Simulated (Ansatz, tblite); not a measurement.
Forces on `CN(C)c1cc2sc(-c3cc4sc(-c5cc6sc(C#N)cc6s5)cc4s3)cc2s1` at its PBE-D4/def2-SVP geometry. Total charge 0; singlet.

The xTB rows come from tblite. Single mean-field runs in def2-TZVP are fitted with def2-universal-jkfit.

GFN2-xTB (tblite), largest force 3.35 eV/Å:

```xyz
41
positions Å, forces eV/Å
C    -7.642    4.315   -0.170   -0.054    0.302    0.071
N    -7.419    2.882   -0.138    0.318   -0.141   -0.055
C    -8.484    1.996   -0.563   -0.306   -0.167   -0.114
C    -6.138    2.389   -0.142    0.132   -0.471   -0.210
C    -5.719    1.077   -0.385   -0.013    0.558    0.159
C    -4.312    0.958   -0.237   -0.107    0.445    0.070
S    -3.177   -0.352   -0.381   -0.022    0.351    0.044
C    -1.814    0.720   -0.013    0.067    0.443    0.109
C    -0.478    0.191    0.025   -0.032   -0.433   -0.123
C    -0.044   -1.102   -0.288   -0.055    0.374    0.095
C     1.354   -1.240   -0.124   -0.175    0.464    0.104
S     2.493   -2.537   -0.338   -0.017    0.361    0.094
C     3.838   -1.497    0.156    0.043    0.441    0.136
C     5.175   -2.027    0.193   -0.027   -0.423   -0.136
C     5.608   -3.314   -0.141   -0.049    0.375    0.106
C     7.007   -3.455    0.026   -0.167    0.468    0.118
S     8.139   -4.751   -0.207    0.018    0.354    0.116
C     9.475   -3.716    0.316    0.145    0.461    0.160
C    10.790   -4.229    0.353    2.147   -0.844    0.059
N    11.884   -4.666    0.381   -3.110    1.252   -0.076
C     9.053   -2.426    0.652    0.085   -0.422   -0.114
C     7.657   -2.287    0.486    0.141   -0.443   -0.115
S     6.513   -0.993    0.717   -0.031   -0.374   -0.127
C     3.405   -0.205    0.470    0.066   -0.336   -0.081
C     2.008   -0.066    0.312    0.163   -0.487   -0.109
S     0.864    1.230    0.531   -0.016   -0.369   -0.143
C    -2.242    2.031    0.214    0.028   -0.347   -0.061
C    -3.644    2.155    0.088    0.236   -0.500   -0.111
S    -4.781    3.478    0.220   -0.136   -0.550   -0.094
H    -7.002    4.818    0.587   -0.297   -0.364   -0.438
H    -7.421    4.773   -1.165   -0.108   -0.352    0.541
H    -8.696    4.530    0.090    0.540   -0.175   -0.169
H    -9.461    2.479   -0.371    0.528   -0.215   -0.105
H    -8.425    1.736   -1.647    0.004    0.199    0.575
H    -8.452    1.050    0.017    0.041    0.548   -0.266
H    -6.394    0.258   -0.656    0.553    0.536    0.209
H    -0.725   -1.894   -0.626    0.496    0.547    0.249
H     4.928   -4.102   -0.489    0.496    0.547    0.248
H     9.744   -1.647    0.997   -0.519   -0.495   -0.231
H     4.087    0.591    0.797   -0.497   -0.551   -0.228
H    -1.552    2.852    0.453   -0.506   -0.570   -0.158
```

r2SCAN-D4/def2-TZVP (Ansatz), largest force 1.83 eV/Å:

```
C -0.066 0.494 0.003
N 0.246 -0.114 0.098
C -0.356 -0.286 -0.148
C 0.086 -0.189 -0.120
C -0.066 0.181 0.053
C 0.073 0.318 0.069
S 0.008 0.622 0.121
C -0.060 0.204 0.042
C 0.057 -0.194 -0.038
C -0.025 0.189 0.046
C 0.022 0.286 0.086
S 0.011 0.608 0.176
C -0.062 0.187 0.047
C 0.062 -0.193 -0.050
C -0.031 0.186 0.050
C 0.044 0.247 0.081
S 0.035 0.623 0.203
C -0.090 0.194 0.041
C 1.181 -0.447 0.037
N -1.699 0.676 -0.044
C 0.015 -0.205 -0.058
C 0.034 -0.282 -0.083
S -0.009 -0.589 -0.186
C 0.006 -0.188 -0.052
C 0.004 -0.298 -0.082
S -0.011 -0.594 -0.188
C 0.021 -0.199 -0.047
C -0.026 -0.333 -0.079
S -0.027 -0.607 -0.111
H -0.325 -0.292 -0.384
H -0.101 -0.274 0.475
H 0.529 -0.162 -0.136
H 0.511 -0.198 -0.086
H 0.002 0.150 0.494
H 0.024 0.473 -0.255
H 0.324 0.419 0.134
H 0.345 0.396 0.169
H 0.346 0.395 0.176
H -0.341 -0.399 -0.175
H -0.344 -0.396 -0.165
H -0.348 -0.409 -0.118
```

PBE0-D4/def2-TZVP (Ansatz), largest force 2.57 eV/Å:

```
C 0.006 0.258 -0.017
N 0.218 -0.113 -0.002
C -0.150 -0.146 -0.094
C 0.189 -0.286 -0.119
C -0.152 0.494 0.111
C 0.381 0.496 0.137
S 0.082 0.978 0.205
C -0.481 0.406 0.041
C 0.490 -0.407 -0.035
C -0.164 0.556 0.127
C 0.353 0.456 0.184
S 0.082 0.955 0.287
C -0.494 0.390 0.045
C 0.500 -0.401 -0.049
C -0.165 0.544 0.140
C 0.372 0.404 0.180
S 0.106 0.961 0.319
C -0.592 0.428 0.038
C 1.989 -0.750 0.064
N -2.389 0.949 -0.062
C 0.128 -0.570 -0.154
C -0.264 -0.435 -0.176
S -0.087 -0.922 -0.301
C 0.133 -0.555 -0.142
C -0.308 -0.466 -0.176
S -0.088 -0.937 -0.297
C 0.127 -0.575 -0.121
C -0.307 -0.505 -0.148
S -0.104 -0.931 -0.180
H -0.336 -0.289 -0.388
H -0.115 -0.282 0.508
H 0.541 -0.157 -0.134
H 0.512 -0.209 -0.087
H -0.008 0.159 0.525
H 0.016 0.483 -0.260
H 0.334 0.440 0.144
H 0.362 0.412 0.177
H 0.363 0.410 0.183
H -0.356 -0.409 -0.180
H -0.361 -0.410 -0.171
H -0.364 -0.423 -0.122
```
